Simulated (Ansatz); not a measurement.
The cluster Ga4As5⁻, relaxed as a singlet with RKS PBE-D4/def2-SVP in Ansatz, starting from the GFN2-xTB geometry. Force threshold 0.03 eV/Å.

The structure comes from a short search, and lower isomers may exist.

Start:

```xyz
9

Ga   -0.114   -0.642   -2.029
Ga   -0.151    2.212   -1.672
Ga   -0.105    0.677    0.952
Ga   -0.304   -1.937    2.364
As   -1.379    0.086    2.882
As    1.459   -1.199   -0.181
As    0.211    3.045    0.444
As   -0.681    1.011   -3.668
As    1.066   -3.253    0.909
```

(1) Estimate the energy that the relaxation releases and the steps that it takes.

(2) Does the start keep its bonding?

(3) Predict the relaxed structure.

## Answers

(1) 0.21 eV, in 8 steps; 96 s on 4 threads of Intel Xeon on a shared host. No frequencies were taken in this run, so the end may be a saddle point.

(2) By distances, no bond broke or formed. The bond that changes most is Ga1–As6, from 2.49 to 2.41 Å (atoms count from 1).

(3) 
```xyz
9

Ga    0.022   -0.544   -1.964
Ga   -0.336    2.219   -1.691
Ga   -0.084    0.697    0.906
Ga   -0.182   -1.874    2.284
As   -0.975    0.165    3.067
As    1.392   -1.285   -0.120
As   -0.215    3.085    0.423
As   -0.349    0.968   -3.712
As    0.726   -3.431    0.809
```
Bond lengths (bridged metal pairs left out): 9 × As–Ga 2.29 to 2.68 Å; 1 × As–As 2.43 Å.
